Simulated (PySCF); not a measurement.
C₂H₇BO, singlet, at a GFN2-xTB geometry; PySCF with CISD/cc-pVDZ.

Input for PySCF:
```python
from pyscf import gto, scf, ci

mol = gto.Mole()
mol.atom = '''
    B    -0.34304083    0.31910635    0.53253408
    H    -1.38146531   -0.04017254    0.97955924
    C     0.39701008    1.59703681    1.10719265
    H     0.59884637    1.48443536    2.17032782
    H    -0.22614654    2.48320369    1.00574199
    H     1.33985674    1.79098549    0.60471229
    O     0.23870738   -0.33452842   -0.46728430
    C    -0.28126360   -1.47932518   -1.08989298
    H    -0.42118850   -1.26836086   -2.15296407
    H     0.43846275   -2.29475539   -0.98382071
    H    -1.23729932   -1.78090993   -0.65175064
'''
mol.basis = 'cc-pvdz'
mol.verbose = 4
mol.max_memory = 1800
mol.build()

mf = scf.RHF(mol)
mf.kernel()

myci = ci.CISD(mf, frozen=4)
myci.kernel()
print('E(CISD) = %.10f' % myci.e_tot)
```

The log (banner, timings and long lists left out):

```
PySCF version 2.14.0

[INPUT] verbose = 4
[INPUT] num. atoms = 11
[INPUT] num. electrons = 32
[INPUT] charge = 0
[INPUT] spin (= nelec alpha-beta = 2S) = 0
[INPUT] symmetry False subgroup None
[INPUT] Mole.unit = angstrom
[INPUT] Symbol           X                Y                Z      unit          X                Y                Z       unit  Magmom
[INPUT]  1 B     -0.343040830000   0.319106350000   0.532534080000 AA   -0.648253218243   0.603023606110   1.006343563197 Bohr   0.0
[INPUT]  2 H     -1.381465310000  -0.040172540000   0.979559240000 AA   -2.610591086487  -0.075915098328   1.851098686387 Bohr   0.0
[INPUT]  3 C      0.397010080000   1.597036810000   1.107192650000 AA    0.750240319892   3.017962181749   2.092290875631 Bohr   0.0
[INPUT]  4 H      0.598846370000   1.484435360000   2.170327820000 AA    1.131655629990   2.805176280020   4.101325180324 Bohr   0.0
[INPUT]  5 H     -0.226146540000   2.483203690000   1.005741990000 AA   -0.427355024618   4.692574885609   1.900576913075 Bohr   0.0
[INPUT]  6 H      1.339856740000   1.790985490000   0.604712290000 AA    2.531962284753   3.384472069170   1.142740612259 Bohr   0.0
[INPUT]  7 O      0.238707380000  -0.334528420000  -0.467284300000 AA    0.451091572112  -0.632167094683  -0.883039349309 Bohr   0.0
[INPUT]  8 C     -0.281263600000  -1.479325180000  -1.089892980000 AA   -0.531511172809  -2.795519439373  -2.059599237286 Bohr   0.0
[INPUT]  9 H     -0.421188500000  -1.268360860000  -2.152964070000 AA   -0.795930911816  -2.396854652518  -4.068512448329 Bohr   0.0
[INPUT] 10 H      0.438462750000  -2.294755390000  -0.983820710000 AA    0.828574513324  -4.336459209969  -1.859151697575 Bohr   0.0
[INPUT] 11 H     -1.237299320000  -1.780909930000  -0.651750640000 AA   -2.338156848911  -3.365432020218  -1.231630211110 Bohr   0.0

nuclear repulsion = 114.838609290824
number of shells = 41
number of NR pGTOs = 153
number of NR cGTOs = 91
basis = cc-pvdz
ecp = {}

******** <class 'pyscf.scf.hf.RHF'> ********
method = RHF
initial guess = minao
damping factor = 0
level_shift factor = 0
DIIS = <class 'pyscf.scf.diis.CDIIS'>
diis_start_cycle = 1
diis_space = 8
diis_damp = 0
SCF conv_tol = 1e-09
SCF conv_tol_grad = None
SCF max_cycles = 50
direct_scf = True
direct_scf_tol = 1e-13
Set gradient conv threshold to 3.16228e-05
Initial guess from minao.
init E= -179.921065742333
  HOMO = -0.327673148256745  LUMO = 0.0587194355947682  gap/eV = 10.51428
cycle= 1 E= -179.343586984478  delta_E= 0.577  |g|= 0.498  |ddm|= 2.67
  HOMO = -0.41131736479158  LUMO = 0.154315472133387  gap/eV = 15.39165
cycle= 2 E= -179.396069947491  delta_E= -0.0525  |g|= 0.263  |ddm|= 0.485
  HOMO = -0.43334840288686  LUMO = 0.151037166080142  gap/eV = 15.90194
cycle= 3 E= -179.409121923638  delta_E= -0.0131  |g|= 0.0588  |ddm|= 0.199
  HOMO = -0.4303201716288  LUMO = 0.157450327629765  gap/eV = 15.99405
cycle= 4 E= -179.410110081922  delta_E= -0.000988  |g|= 0.011  |ddm|= 0.0571
  HOMO = -0.431679567060498  LUMO = 0.156644884901286  gap/eV = 16.00912
cycle= 5 E= -179.410148293272  delta_E= -3.82e-05  |g|= 0.00235  |ddm|= 0.0132
  HOMO = -0.432145519819317  LUMO = 0.156432865000256  gap/eV = 16.01603
cycle= 6 E= -179.41015099208  delta_E= -2.7e-06  |g|= 0.000579  |ddm|= 0.00396
  HOMO = -0.432078708007744  LUMO = 0.156547206583797  gap/eV = 16.01733
cycle= 7 E= -179.410151163665  delta_E= -1.72e-07  |g|= 0.000154  |ddm|= 0.00106
  HOMO = -0.432118633343705  LUMO = 0.156528178468614  gap/eV = 16.01790
cycle= 8 E= -179.410151177188  delta_E= -1.35e-08  |g|= 3.9e-05  |ddm|= 0.000314
  HOMO = -0.432111027106766  LUMO = 0.156533276242123  gap/eV = 16.01783
cycle= 9 E= -179.41015117817  delta_E= -9.81e-10  |g|= 1.16e-05  |ddm|= 7.96e-05
  HOMO = -0.432112632143983  LUMO = 0.156532868610848  gap/eV = 16.01786
Extra cycle  E= -179.41015117824  delta_E= -7.05e-11  |g|= 5.09e-06  |ddm|= 1.78e-05
converged SCF energy = -179.41015117824

******** <class 'pyscf.ci.cisd.RCISD'> ********
CISD nocc = 12, nmo = 87
frozen orbitals 4
max_cycle = 50
direct = 0
conv_tol = 1e-09
max_cycle = 50
max_space = 12
lindep = 0
nroots = 1
Init t2, MP2 energy = -0.558103090274268
RCISD converged
E(RCISD) = -179.9329406662414  E_corr = -0.5227894880010213
E(CISD) = -179.9329406662
```
